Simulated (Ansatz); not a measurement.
The cluster Li₂I₂⁻, relaxed as a doublet with UKS r2SCAN-D4/def2-TZVPD in Ansatz, starting from the GFN1-xTB geometry. Force threshold 0.02 eV/Å.

In the def2 sets I takes a core potential; there is no spin–orbit coupling. The highest occupied level of the charge -1 doublet lies above zero (up to 0.27 eV). By energy differences its removal costs 1.60 eV (vertical, to the charge 0 singlet, at r2SCAN-D4/def2-TZVPD); a positive level beside a positive removal energy at the same level points to self-interaction error. The relaxation made no stability test and no search for a lower SCF solution. The structure comes from a short search, and lower isomers may exist.

Start:

Cartesian coordinates in Å:
```
Li 0.2880 -0.0189 -1.9664
Li -0.5243 0.3648 0.1970
I -1.7082 0.9274 2.2921
I 1.9445 -1.2732 -0.5227
```

| step | energy (eV) | largest force component (eV/Å) | SCF passes |
| --- | --- | --- | --- |
| 1 | -16623.1919 | 0.704 | 15 |
| 2 | -16623.4169 | 0.435 | 23 |
| 3 | -16623.5561 | 0.208 | 23 |
| 4 | -16623.6178 | 0.302 | 24 |
| 5 | -16623.6663 | 0.182 | 23 |
| 6 | -16623.6882 | 0.037 | 24 |
| 7 | -16623.6933 | 0.021 | 19 |
| 8 | -16623.6936 | 0.026 | 19 |
| 9 | -16623.6950 | 0.017 | 19 |

Force components are those of the run's own axes.

End:

```tsv
atom	x (Å)	y (Å)	z (Å)
Li1	0.7664	-0.2435	-3.0275
Li2	-0.3365	0.1415	0.9342
I3	-1.9250	1.0553	2.6584
I4	1.4951	-0.9532	-0.5650
```

By distances, no bond broke or formed, bridged metal pairs apart. The bond that changes most is Li2–I4, from 3.05 to 2.61 Å (atoms count from 1). Metal–metal contacts that move far: Li1–Li2 2.34 to 4.13 Å.

No frequencies were taken in this run, so the end may be a saddle point.

Run time 31 s (4 threads of Arm Neoverse V1 on a shared host).
